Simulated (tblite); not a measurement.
Compound: C6H17P2 (charge +1).
Structure used (GFN2-xTB), in Å, numbered top down from 1:
```
atom  x, y, z in Å
C1     3.1086   -0.8288   -0.6630
C2     1.7784   -0.7738    0.0773
C3     0.9244    0.3943   -0.4206
P4    -0.6137    0.5666    0.5476
C5    -1.5140    2.0100   -0.1125
P6    -0.0795    0.6909    2.6487
C7    -1.6590   -0.9228    0.3375
C8    -1.9298   -1.2776   -1.1202
H9     2.9506   -0.9628   -1.7303
H10    3.7045   -1.6612   -0.3003
H11    3.6731    0.0875   -0.5105
H12    1.9652   -0.6563    1.1502
H13    1.2450   -1.7152   -0.0689
H14    1.4773    1.3348   -0.3252
H15    0.6625    0.2690   -1.4749
H16   -0.9339    2.9145    0.0683
H17   -2.4818    2.1001    0.3800
H18   -1.6635    1.8946   -1.1847
H19   -1.3336    1.2119    2.9829
H20    0.4771    1.9623    2.4631
H21   -1.1516   -1.7455    0.8504
H22   -2.5981   -0.7323    0.8667
H23   -1.0104   -1.5212   -1.6472
H24   -2.4310   -0.4654   -1.6415
H25   -2.5778   -2.1494   -1.1638
```

Method: GFN2-xTB as coded in tblite; computed harmonic values from a numerical Hessian at the method's own geometry, unscaled. Errors from tens to a few hundred cm⁻¹ against measured bands are possible. Modes of hydrogen on phosphorus can be 10 to 20 % off. One conformer, not necessarily the lowest.

Harmonic wavenumbers (cm⁻¹): 43.0, 51.6, 76.3, 104.5, 117.2, 131.1, 142.7, 168.9, 194.9, 205.9, 237.8, 242.5, 275.4, 300.1, 349.3, 486.3, 667.0, 706.3, 725.8, 732.9, 754.3, 774.0, 803.0, 845.3, 866.8, 880.2, 941.2, 988.0, 1001.8, 1009.3, 1062.5, 1080.0, 1085.4, 1099.4, 1195.8, 1200.6, 1207.6, 1244.0, 1255.0, 1313.0, 1322.4, 1400.2, 1401.2, 1407.0, 1415.0, 1421.8, 1423.9, 1474.7, 1481.0, 1489.2, 1491.6, 1492.1, 2240.6, 2286.6, 2927.3, 2933.9, 2936.9, 2945.5, 2948.7, 2983.7, 2998.5, 3001.8, 3008.2, 3042.5, 3045.0, 3047.2, 3050.4, 3055.8, 3063.8.

A = 1337, B = 1032, C = 769.0 MHz; mass 151.081 u (most abundant isotopes); point group C1, symmetry number 1.

Problem. What is the zero-point energy?

Solution. Half the sum of the wavenumbers: 46652 cm⁻¹ = 133.38 kcal/mol.

Problem. Entropy at 400 K, 1 bar (ideal gas, RRHO, classical rotation)?

Solution. Translation 42.43, rotation 30.97, vibration 58.44: S = 131.8 cal/(mol K).

Problem. And Cp and H(400 K) − H(0)?

Solution. Cp = 61.23 cal/(mol K), of which vibrations give 53.28 (their classical limit is 69 R = 137.1); H(400 K) − H(0) = 14.72 kcal/mol without the zero-point energy, 11.55 from vibrations.

Problem. Which modes carry the vibrational entropy at 400 K?

Solution. 43.0 cm⁻¹: 5.70; 51.6 cm⁻¹: 5.34; 76.3 cm⁻¹: 4.56; 104.5 cm⁻¹: 3.94; 117.2 cm⁻¹: 3.72; 131.1 cm⁻¹: 3.50 cal/(mol K); the other 63 give 31.68 together.

Problem. How do the functions run with temperature in this model?

Solution. 
| T (K) | S (cal/(mol K)) | Cp (cal/(mol K)) | H − H(0) (kcal/mol) | G − H(0) (kcal/mol) | ln q(vib) |
| --- | --- | --- | --- | --- | --- |
| 150 | 88.7 | 32.2 | 3.13 | -10.17 | 5.09 |
| 250 | 107.6 | 43.1 | 6.89 | -20.02 | 9.23 |
| 298.15 | 115.7 | 49.0 | 9.11 | -25.40 | 11.10 |
| 600 | 160.6 | 81.1 | 29.07 | -67.32 | 21.90 |
| 900 | 197.6 | 101.2 | 56.64 | -121.23 | 31.60 |

q(vib) and H(0) count from the zero-point level.

Problem. Blend soft modes into free rotors: weight 1/[1 + (100 cm⁻¹/ν̃)⁴] for the oscillator and the rest for a rotor with moment μB/(μ + B), μ = h/(8π²ν), B = 10⁻⁴⁴ kg m². What vibrational entropy results?

Solution. 53.53 cal/(mol K) in place of 58.44, which changes −T·S at 400 K by +1.96 kcal/mol.

Problem. What must be added to the electronic energy to get the Gibbs energy at 400 K and 1 bar?

Solution. ZPE + [H(400 K) − H(0)] − T·S = 133.38 + 14.72 − 52.74 = 95.36 kcal/mol.

Hindered rotation and anharmonicity are outside this model. Other conformers, if any are populated, would add a mixing term that is left out. The structure is chiral; the term R ln 2 for an equal mix with its mirror image is left out.
